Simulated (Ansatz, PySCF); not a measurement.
Reaction (SMILES): F[Si](Br)(Br)Br [tribromo(fluoro)silane] → F[Si](Br)Br + Br atom (the Br-Si bond at the site shown breaks; other sites are not compared here)
Geometries: B3LYP-D3(BJ)/def2-TZVP minima from Ansatz (a first-principles code). Frequencies are from Ansatz or PySCF.
Geometry of the first species:
SMILES: F[Si](Br)(Br)Br
```xyz
5

Si     0.0142     0.0186     0.4443
F      0.0649     0.0847     2.0267
Br     1.9353    -0.7822    -0.2629
Br    -1.6458    -1.3045    -0.1264
Br    -0.3119     2.0575    -0.3096
```

Quantity: bond dissociation energy (enthalpy at 298 K, with B3LYP-D3(BJ) rigid-rotor harmonic-oscillator terms), in kcal/mol. Cores are frozen in the correlated levels unless marked. UHF or UKS for open shells. Spin-orbit coupling is left out. Frozen are the shells of the preceding noble gas and the d and f shells that filled before the atom's block. No relativistic terms. CBS(X,Y): correlation extrapolated as X^-3; Hartree-Fock from the larger set. The bracket is a focal-point correction in the basis named.

```json
[
 {"level": "r2SCAN-D3(BJ)/def2-TZVPD", "program": "Ansatz + dftd3", "bond dissociation energy (kcal/mol)": "93.2"},
 {"level": "PBE0/def2-QZVPP", "program": "Ansatz", "bond dissociation energy (kcal/mol)": "91.6"},
 {"level": "r2SCANh-D4/def2-TZVPD", "program": "Ansatz + dftd4", "bond dissociation energy (kcal/mol)": "93.0"},
 {"level": "B2PLYP-D4/def2-TZVPD", "program": "Ansatz + dftd4", "bond dissociation energy (kcal/mol)": "[?]"},
 {"level": "RI-MP2/CBS(def2-TZVPP,def2-QZVPP)+[CCSD(T)-MP2]/def2-TZVPP", "program": "Ansatz", "bond dissociation energy (kcal/mol)": "[?]"}
]
```

### Question
What belongs in the gaps?

### Answer

- B2PLYP-D4/def2-TZVPD, bond dissociation energy (kcal/mol): 92.0
- RI-MP2/CBS(def2-TZVPP,def2-QZVPP)+[CCSD(T)-MP2]/def2-TZVPP, bond dissociation energy (kcal/mol): 96.5
